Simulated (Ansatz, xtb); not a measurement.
## C3H5AlCl2: where a starting geometry ends

The starting geometry of this gas-phase singlet was built from a drawn formula by distance geometry and a force field; its bonds are those of `[Cl][AlH][C]1(Cl)CC1`.

```xyz
11

C     0.0035   -0.6596    0.8556
C    -1.1757   -1.5211    1.2529
C    -1.0731   -0.0444    1.6584
Al    0.1369   -0.0380   -1.0790
Cl   -1.5520   -0.3871   -2.4289
Cl    1.5376   -0.9409    1.8060
H     1.4746    0.6689   -1.6386
H    -1.8769   -1.7101    0.4765
H    -1.0093   -2.2132    2.1022
H    -0.9176    0.0922    2.6997
H    -1.7968    0.6047    1.0747
```

Q: Predict what becomes of its bonds when it is optimised with r2SCAN-D4/def2-SVP.

A: It keeps its bonds, and is `[Cl][AlH][C]1(Cl)CC1`.

The energy falls by 0.44 eV over 14 steps:

| step | E − E(last) (eV) |
| --- | --- |
| 1 | 0.442 |
| 2 | 0.075 |
| 4 | 0.012 |
| 5 | 0.009 |
| 7 | 0.005 |
| 8 | 0.002 |
| 10 | 0.001 |
| 11 | 0.000 |
| 13 | 0.000 |
| 14 | 0.000 |

Final geometry (Å):

```xyz
11

C    -0.0476   -0.5748    0.8068
C    -1.1346   -1.5334    1.2605
C    -1.2299   -0.0909    1.6286
Al    0.2340   -0.0800   -1.0462
Cl   -1.5528    0.0914   -2.1649
Cl    1.5161   -0.6994    1.7025
H     1.6155    0.1906   -1.7467
H    -1.8128   -1.9351    0.4993
H    -0.8502   -2.2411    2.0451
H    -1.0106    0.1858    2.6643
H    -1.9760    0.5382    1.1302
```

From the same start GFN2-xTB ends elsewhere, differing in Al4–Cl6 (2.24 against 3.10 Å here).

No frequencies were run, so the end isn't proven a minimum. Run with Ansatz 0.2.0, 52 s on 2 threads of Arm Neoverse V1, with other jobs on the host.
